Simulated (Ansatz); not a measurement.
Cost and result for the atomization energy of `O[CH2][Zn][I]` (7 atoms, 6 bonds).

The species carries charge 0 and has multiplicity 1. For Zn the d shell is correlated and the shells below it are frozen. Correlated methods include outer-core shells of I, which these sets cover unevenly. Scalar relativity is left out up to krypton. I: def2 effective core potential. The geometry is a stationary point of PBE0-D4/def2-TZVP. It is one conformer, not always the lowest. Program: Ansatz. All runs use 4 threads of an Intel Xeon on a shared host. Times are those of one run each, without the atoms' runs, and a repeat can differ threefold. Electronic energies, without spin–orbit coupling; frozen cores. CCSD(T)/CBS adds CCSD(T) − MP2 in def2-TZVPP to the MP2 limit, and its time is that of the two runs behind it. T1 = 0.012. With those shells the extrapolation isn't a true limit. B3LYP takes the VWN-RPA correlation (the form of Gaussian; ORCA's B3LYP/G). HSE06 is the plane-wave form, built on full-range PBE exchange.

CCSD(T)/CBS is a level of theory with its own doubt, some kJ/mol a heavy atom from the limit and from the frozen cores, so smaller differences don't rank the functionals.

| level | functions | wall time | atomization (kcal/mol) | difference from CCSD(T)/CBS | per bond |
| --- | --- | --- | --- | --- | --- |
| revPBE-D4/def2-TZVPP | 218 | 1.5 s | 497.3 | -6.9 | -1.2 |
| BLYP-D4/def2-TZVPP | 218 | 1.5 s | 494.8 | -9.4 | -1.6 |
| PBE-D4/def2-TZVPP (with forces) | 218 | 1.9 s | 514.2 | 10.0 | 1.7 |
| PBE0-D4/def2-TZVPP | 218 | 2.5 s | 503.0 | -1.2 | -0.2 |
| HSE06-D4/def2-TZVPP | 218 | 2.8 s | 503.7 | -0.5 | -0.1 |
| r2SCAN-D4/def2-TZVPP (with forces) | 218 | 3.3 s | 506.4 | 2.2 | 0.4 |
| B3LYP-D4/def2-TZVPP (with forces) | 218 | 3.7 s | 495.0 | -9.2 | -1.5 |
| CCSD(T)/def2-SVP | 100 | 4 s | 467.9 | -36.3 | -6.1 |
| B2PLYP/def2-TZVPP | 218 | 4.2 s | 492.9 | -11.3 | -1.9 |
| ωB97M-V/def2-TZVPP (with forces) | 218 | 7.5 s | 500.5 | -3.7 | -0.6 |
| MP2/def2-QZVPP | 386 | 11 s | 513.1 | 8.9 | 1.5 |
| CCSD(T)/def2-TZVPP | 218 | 88 s | 486.3 | -17.9 | -3.0 |
| CCSD(T)/CBS(def2) | – | 99 s | 504.2 | 0.0 | 0.0 |

From PBE to PBE0 (25 % exact exchange), in def2-TZVPP and without D4, the atomization energy moves by −10.8 kcal/mol: exact exchange takes away binding that semilocal exchange gives to molecules. In def2-TZVPP, CCSD(T) changes the Hartree–Fock value by +140.0 kcal/mol (the triples alone add +9.5 kcal/mol) and MP2 by +156.0 kcal/mol; breaking electron pairs costs correlation energy, which Hartree–Fock lacks. Leaving LDA and LC-ωPBE aside and taking each functional with its dispersion term where it has one, the values, not all of them listed here, spread over 36.2 kcal/mol, from BHLYP-D4 to PBE-D4. LDA lies +77.5 kcal/mol from PBE without D4, its usual overbinding.

Spin–orbit coupling would lower the free I atoms strongly, and the atomization energy with them, by more than many differences here.
